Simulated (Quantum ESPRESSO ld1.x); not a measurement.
The table gives one normalised radial function P(r) = r R(r) (large component) of Pb18+ in [Kr] 4d10 4f14 5s2 5p2 (r in bohr). All-electron calculation, Dirac Kohn-Sham, PBE, spin-unpolarised, spherical densities, point nucleus; open shells fill j = l - 1/2 first. Program: ld1.x of Quantum ESPRESSO 7.5.

r,P
0.002328,0.1817
0.002646,0.1948
0.003031,0.2085
0.003473,0.2218
0.003947,0.2333
0.004522,0.2439
0.005181,0.2521
0.005889,0.2568
0.006747,0.2575
0.007729,0.2526
0.008785,0.2416
0.01006,0.2219
0.01153,0.1926
0.01311,0.1553
0.01501,0.1047
0.0172,0.0428
0.01955,-0.0247
0.0224,-0.1039
0.02566,-0.1866
0.02917,-0.2619
0.03342,-0.3313
0.03828,-0.3798
0.04351,-0.3964
0.04985,-0.3731
0.05711,-0.3004
0.06491,-0.1853
0.07437,-0.0201
0.0852,0.1713
0.09684,0.3488
0.1109,0.4974
0.1271,0.5640
0.1445,0.5214
0.1655,0.3512
0.1896,0.0695
0.2155,-0.2503
0.2469,-0.5696
0.2829,-0.7761
0.3215,-0.7974
0.3684,-0.6034
0.422,-0.2110
0.4796,0.2659
0.5495,0.7751
0.6296,1.1710
0.7155,1.3639
0.8198,1.3528
0.9392,1.1550
1.067,0.8732
1.223,0.5628
1.401,0.3102
1.592,0.1512
1.824,0.0584
2.09,0.0181
2.376,0.0048
2.722,0.0009

Which n and l does it have? It may be an empty orbital.

Answer. n = 5, l = 0: the number of nodes gives n - l - 1 = 4, the rise at small r points to l (this Dirac orbital starts as r^gamma with gamma = sqrt((l + 1)^2 - (Z/c)^2) = 0.80; the j = 1/2 orbital of l + 1 starts with the same power, but with a smaller coefficient, and then steepens), and the extent must fit the shell. The curve is that of 5s1/2. 5s1/2: eigenvalue -502.62 eV, 4 radial nodes at r = 0.0187, 0.0755, 0.195, 0.447 bohr, <r> = 0.789 bohr, 90 % of the charge inside 1.11 bohr.
